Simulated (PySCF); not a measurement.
## Working out the ionisation energy of Ar²⁺

Ar²⁺ [Ne] 3s2 3p4 (3P) → Ar³⁺ [Ne] 3s2 3p3 (4S). All numbers are calculated (PySCF 2.14, the spin-free X2C one-electron Hamiltonian (Gaussian nucleus), in aug-cc-pVQZ-DK (7s6p4d3f2g, 84 functions)). Frozen: [Ne]. Energies in hartree (1 hartree = 27.21139 eV):

```json
{"part": "UHF", "Ar²⁺ (lower)": "-527.123180", "Ar³⁺ (upper)": "-525.675620"}
{"part": "MP2 opposite-spin", "Ar²⁺ (lower)": "-0.112152", "Ar³⁺ (upper)": "-0.080759"}
{"part": "MP2 same-spin", "Ar²⁺ (lower)": "-0.031383", "Ar³⁺ (upper)": "-0.028232"}
```

Problem. What does Hartree-Fock give?

Solution. (-525.675620) − (-527.123180) = 1.447560 hartree = 39.390 eV.

Problem. What do MP2 and SCS-MP2 (6/5 opposite-spin, 1/3 same-spin) give?

Solution. The opposite-spin parts differ by 0.854 eV and the same-spin parts by 0.086 eV. MP2: 39.390 + (0.854) + (0.086) = 40.330 eV. SCS-MP2: 39.390 + 1.2 × (0.854) + (0.086)/3 = 40.443 eV.

A first-order spin-orbit estimate adds 0.063 eV to MP2 (valence), giving 40.393 eV against 40.735 ± 0.012 eV (semi-empirical (NIST evaluation); NIST Atomic Spectra Database, ionization energies).

What remains against the reference includes basis incompleteness, the frozen core and correlation beyond second order.
